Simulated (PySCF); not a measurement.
Work out the structure from these simulated measurements.

Formula: F3HSi.

| Property | Result |
| --- | --- |
| Dipole | 1.66 D [CAM-B3LYP/def2-SVPD] |
| Valence photoelectron | vertical ionisation energy: 14.48 eV [ΔSCF CAM-B3LYP/def2-SVPD] |
| Rotational structure | rotational constants A, B, C: 6.921, 6.916, 3.978 GHz [PBE0-D3(BJ)/def2-SVP] |
| UV, strongest line | among the 10 lowest singlet transitions: S5 at 11.68 eV (106 nm, f = 0.305) [TDDFT CAM-B3LYP/def2-SVPD] |
| Polarisability | 24.5 au [CAM-B3LYP/def2-SVPD] |
| XPS | Si2p3/2 110.8, F1s 693.8 (×3), Si1s 1851.1 eV [ΔSCF SCAN, pcX-2 on the ionised atom, pcseg-1 elsewhere, spin-free X2C, 2p3/2 from a spin–orbit splitting computed afterwards within the 2p shell] |

The electronic properties come from PySCF, for the isolated species, density fitting. Levels stand in brackets. Isolated species at its PBE0-D3(BJ)/def2-SVP geometry, gas phase.

**Question.** Propose a structure and show how it fits.

**Answer.** Numbering: `[F:1][SiH:2]([F:3])[F:4]`. Its formula, F3HSi, gives 0 degrees of unsaturation, so no ring and no π bond. The core levels belong to: Si2p3/2 110.8 eV, fluorine-bound silicon [Si2]; F1s 693.8 eV, silicon-bound fluorine [F1/F3/F4]; Si1s 1851.1 eV, fluorine-bound silicon [Si2]. The first electron is taken from the HOMO, whose largest Löwdin shares are 0.33 on the Si–H hydrogen and 0.28 on the fluorine-bound silicon. The optimised geometry has point group C3v and is an oblate symmetric top (the spread among constants that symmetry makes equal is optimisation noise). Structure: trifluorosilane, `F[SiH](F)F`. The assignments are read from this structure; whether some other isomer fits the data as well wasn't checked.
